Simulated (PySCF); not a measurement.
## Peak assignment

Atom-mapped SMILES (the numbers label the heavy atoms): `[CH3:1][C:2](=[O:3])[c:4]1[cH:5][n:6]([SiH3:7])[n:8][n:9]1`. Each H is labelled by its parent atom.

All values are calculated (PySCF 2.14.0 with density-fitted response routines): NMR shieldings at PBE0/pcSseg-1/GIAO, GFN2-xTB geometry. One averaged value for each set of equivalent atoms, one computed conformer, non-relativistic Hamiltonian, no solvent model.

Shifts are taken against calculated references (same method and geometry level): 13C (σref 186.93), 1H (σref 31.72) vs TMS.

Q: Assign these signals to the numbered atoms. 13C{1H} NMR (computed): δ 197.8 (C), 154.6 (C), 137.3 (CH), 31.2 (CH3).

A: 
| δ (ppm) | atoms | environment | reason |
| --- | --- | --- | --- |
| 197.8 | C2 | ketone carbonyl carbon | the double bond to the heteroatom, with no lone-pair donor beside it, deshields it most |
| 154.6 | C4 | substituted aromatic carbon next to a ring nitrogen | – |
| 137.3 | C5 | aromatic CH next to a ring nitrogen | – |
| 31.2 | C1 | methyl carbon α to a carbonyl | the adjacent C=O deshields it moderately |

Q: Assign these signals to the numbered atoms. 1H NMR (500 MHz, computed): δ 8.34 (s, 1H), 5.37 (s, 3H), 2.92 (s, 3H).

A: 
8.34 → H(C5), hydrogen on an aromatic CH next to a ring nitrogen: ring current plus the neighbouring ring nitrogen
5.37 → H(Si7), hydrogen on a silicon bonded to N
2.92 → H(C1), hydrogen on a methyl carbon α to a carbonyl: α to C=O

Shifts are as computed. Against solution values, carbons near 30 ppm lie about +3 ppm off and those near 130 ppm about +5 ppm. Of 1211 compounds with measured shifts, 218 miss one by over three times the rms of a fit or turn the order of signals round; such compounds aren't used in these exercises. Multiplicities follow the n + 1 count of equivalent neighbours, as no J values were calculated; m marks all less simple cases, F and P coupling included.
